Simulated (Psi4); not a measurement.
AlF₂, doublet, geometry from GFN2-xTB (such geometries of metal compounds can be far from the true shape). Base run: CCSD(T)/cc-pVTZ (Psi4 1.11).

Input for Psi4:
```
memory 2 GB

molecule {
0 2
Al   -0.00451449    0.34922303    0.00195349
F     1.55484400   -0.23215983   -0.00125071
F    -1.54832307   -0.27227344   -0.00157100
}

set {
  basis cc-pvtz
  reference uhf
  freeze_core true
}

energy('ccsd(t)')
print_variables()
```

The base run was repeated with changes; each row names its change, and settings that it needs were set with it.

```csv
change,ΔE vs base (kcal/mol),MP2 correlation (Eh),CC correlation without the perturbative part (Eh),basis functions,core-seconds (rough)
base,0.000,-0.56354,-0.56161,94,70
method = mp2,___,-0.56347,-,94,6
method = mp3,15.27,-0.56347,-,94,10
method = ccsd,10.49,-0.56354,-0.56161,94,50
```

What belongs in the gaps?


- method = mp2, ΔE vs base (kcal/mol): 9.40

Open shells are given as the SCF converged; they aren't shown to be the lowest states, and a large step between rows can be another state.
